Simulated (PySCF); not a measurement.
# Removing an electron from `C=CCCO[SiH3]`

Species: C4H10OSi.
Geometry (PBE0-D3(BJ)/def2-SVP, Å), atoms numbered from 1 in this order:
```xyz
16
C4H10OSi angstrom
C     -2.810    0.355    0.656
C     -1.668   -0.260    0.344
C     -0.923   -0.092   -0.941
C      0.516    0.353   -0.739
O      1.209   -0.625   -0.001
Si     2.737   -0.397    0.621
H     -3.300    1.043   -0.042
H     -3.303    0.191    1.618
H     -1.205   -0.940    1.069
H     -1.436    0.634   -1.593
H     -0.897   -1.056   -1.481
H      0.999    0.505   -1.724
H      0.533    1.327   -0.211
H      3.735   -0.173   -0.472
H      2.763    0.791    1.532
H      3.075   -1.634    1.374
```

Level: B3LYP/def2-SVPD (PySCF). Frontier orbitals with their largest atomic shares (Löwdin; up to four atoms above 4 %):

```tsv
orbital	ε (eV)	main atoms
HOMO−3	-9.36	C2 15 %, Si6 14 %, C3 12 %, H14 11 %
HOMO−2	-8.71	O5 44 %, Si6 13 %, C4 9 %, C3 6 %
HOMO−1	-7.91	O5 50 %, C4 12 %, Si6 10 %, H12 6 %
HOMO	-7.21	?
LUMO	-0.19	C1 18 %, Si6 18 %, C2 16 %, C4 7 %
LUMO+1	0.20	Si6 23 %, C2 17 %, C1 16 %, H15 7 %
LUMO+2	0.55	Si6 45 %, H16 11 %, H14 10 %, H15 10 %
```

What vertical ionisation energy does ΔSCF give, and how far is −ε(HOMO) from it?

ΔSCF: 9.41 eV (908 kJ/mol; threshold wavelength 132 nm); ⟨S²⟩ of the doublet left behind is 0.754, against 0.75 for a pure doublet. −ε(HOMO) is 7.21 eV, 2.20 eV below it. In exact Kohn–Sham theory the two would be equal; B3LYP (global hybrid, 20 % exact exchange) falls short of its own ΔSCF value by 23 %.

On which atoms does the HOMO lie?

C1 (terminal =CH2 carbon) 38 %, C2 (alkene CH carbon) 34 %, C3 (allylic carbon) 8 %, so no atom holds as much as 40 %. The HOMO−1 lies 0.70 eV lower.

What kinetic energy would electrons from this vertical process carry with Lyman-α light (10.199 eV)?

10.20 − 9.41 = 0.79 eV.

What total energies stand behind the ΔSCF value?

E(N) = -522.93421 Eh and E(N − 1) = -522.58825 Eh at the same geometry, 0.34596 Eh apart.

With α = 82.8 au, estimate the like-pair dispersion coefficient by London's formula C6 = (3/4)α²I.

I = 0.3460 Eh, so C6 ≈ 1780 au, a rough estimate.

How many of the 10 lowest singlet excitations (vertical TDDFT, same level) lie below the ionisation energy?

All 10; they run from 6.52 to 7.74 eV.

One conformer (not necessarily the lowest) at the PBE0-D3(BJ)/def2-SVP geometry, without solvent, vibrations or thermal averaging.
